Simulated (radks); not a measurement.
Neutral technetium inside a hard spherical wall (all orbitals vanish at R), configuration held at [Kr] 4d5 5s2 and not refilled when levels cross. Calculated with a radial shooting solver on a logarithmic mesh with Libxc functionals: scalar-relativistic Kohn-Sham, r2SCAN, spin-polarised, spherical densities, finite nucleus; open shells are filled with parallel spins first (spin-orbit coupling, left out, can overturn this in heavy ions); meta-GGA in the generalised Kohn-Sham scheme; Fermi nuclear charge, rms radius 4.4112 fm. Eigenvalues in eV for spin up, with the zero of energy where the potential of the charges vanishes at infinity; a dash marks a level that is unbound or too diffuse for the functional's potential to be trusted. A positive occupied level is held by the wall or, in an anion where self-interaction has pushed it up, behind a barrier. The pressure on the wall is -dE/dV.

R (bohr)  E (hartree)  kinetic (hartree)    e(4s)    e(4p)   e(4d)   e(5s)  e(5p, empty)  e(6s, empty)  pressure (GPa)
free      -4286.32772           4426.041  -76.898  -48.302  -8.413  -5.804        -1.402             -               0
12        -4286.32766           4426.042  -76.890  -48.294  -8.406  -5.797        -1.381         1.232         0.00127
8         -4286.32190           4426.086  -76.605  -48.009  -8.134  -5.558        -0.915         5.041           0.232
7         -4286.31039           4426.156  -76.247  -47.653  -7.801  -5.235        -0.340         8.006           0.909
5         -4286.16241           4426.857  -73.823  -45.273  -5.613  -2.475         3.976        24.878            18.3
4         -4285.75247           4428.516  -69.950  -41.549  -2.046   3.425        12.147        50.787             111
3.5       -4285.18247           4430.677  -66.201  -37.977   1.651  10.582        21.425        76.775             313
3         -4283.87979           4435.462  -59.955  -31.960   8.403  25.182        39.364        122.28            1020
2         -4270.32434           4480.883  -23.925    6.063  54.715  139.71        166.31        395.11           20600
1.5       -4232.66416           4588.436   48.248   85.889  147.92  376.77        411.29        870.53          149000
